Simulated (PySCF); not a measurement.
Gas-phase reaction: Ge(OH)4 + 4 F → GeH2F2 + 2 HF + 2 O2

Method: PySCF energies plus ideal-gas RRHO corrections (1 bar). † marks an energy on the PBE0/def2-TZVP geometry and frequencies; other levels use their own. 6-31G* has spherical d functions here. Open shells (unrestricted): F (multiplicity 2), O2 (multiplicity 3); the rest are closed-shell singlets. Spin-orbit splitting is ignored; it lowers the true energy and changes the entropy of F. B3LYP is the form with VWN-RPA correlation. Ge: all electrons, no relativistic terms. Ge(OH)4, GeH2F2: computed as isolated molecules; such fragments, hydroxides, amides, oligomers or adducts are transient or little studied in the gas.

HF/6-31G* gives ΔH°(298 K) = -72 kJ.

**Question.** What do HF/def2-TZVP†, B3LYP/6-31G*, PBE0/def2-SVP† give?

**Answer.** HF/def2-TZVP†: -54 kJ; B3LYP/6-31G*: -496 kJ; PBE0/def2-SVP†: -467 kJ. For scale, ΔH°(298 K) is -72 kJ at this level, -430 kJ at ωB97M-V/def2-TZVP†, and runs from -697 to 133 kJ over the 20 levels computed († marks an energy on the PBE0/def2-TZVP geometry).
